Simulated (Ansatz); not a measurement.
`[OH][AlH]/[CH]=C/F` → `C=C[O][AlH][F]`  (isomerisation)

Computed with Ansatz on PBE0-D4/def2-TZVP structures; ΔE is electronic, products minus reactants. CCSD(T)/CBS is the MP2 limit (def2-TZVPP, def2-QZVPP) plus CCSD(T) − MP2 in def2-TZVPP, frozen cores. DFT in def2-TZVPP. B3LYP here is the variant with VWN-RPA as its local correlation; programs differ in this. One conformer a species, not always the lowest.

`[OH][AlH]/[CH]=C/F`:

Cartesian coordinates in Å:
```
O 1.142 1.338 -0.971
Al 0.937 -0.335 -0.761
C -0.497 -0.813 0.425
C -1.208 0.152 0.989
F -2.225 -0.081 1.828
H 1.813 1.725 -1.529
H 1.876 -1.370 -1.504
H -0.777 -1.834 0.677
H -1.062 1.219 0.846
```

`C=C[O][AlH][F]`:

Cartesian coordinates in Å:
```
C -0.620 1.491 -1.101
C -0.141 0.786 -0.087
O 0.027 -0.549 -0.131
Al 0.579 -1.772 0.887
F 0.564 -3.293 0.273
H -0.905 1.017 -2.032
H -0.732 2.562 -1.003
H 0.144 1.268 0.849
H 1.084 -1.510 2.345
```

Question: Is it downhill or uphill in electronic energy at CCSD(T)/CBS, and by how much? (Best estimate.)

Answer: Computed: Downhill: ΔE = -170.8 kJ/mol.

Question: What do these levels give: revPBE-D4, r2SCAN-D4, B3LYP, MP2/def2-SVP, MP2/def2-TZVPP, SCS-MP2/def2-TZVPP? (Estimate.)

Answer: Computed: revPBE-D4 -156.0, r2SCAN-D4 -164.2, B3LYP -170.3, MP2/def2-SVP -179.8, MP2/def2-TZVPP -172.8, SCS-MP2/def2-TZVPP -173.7 kJ/mol.

Largest T1 diagnostic among the species: 0.013.

In def2-TZVPP, CCSD(T) changes the Hartree–Fock value by +11.1 kJ/mol (the triples alone add +2.8 kJ/mol) and MP2 by +6.8 kJ/mol. At CCSD(T), def2-SVP lies −5.8 kJ/mol from the extrapolated value and def2-TZVPP +2.3 kJ/mol.
